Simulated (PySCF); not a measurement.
A structure optimised at B3LYP-D3(BJ)/def2-TZVP, used in a PySCF frequency run:

```
Ga
F 1 1.7673
O 1 1.7803 2 113.21
H 3 0.9636 1 113.43 2 0.00
H 1 1.5379 2 121.27 4 180.00
```

Problem. Write its SMILES, formula and point group.

Solution. [OH][GaH][F], FGaH2O, Cs

Problem. What are its rotational constants (standard atomic weights)?

Solution. 17.868, 6.4475, 4.7379 GHz
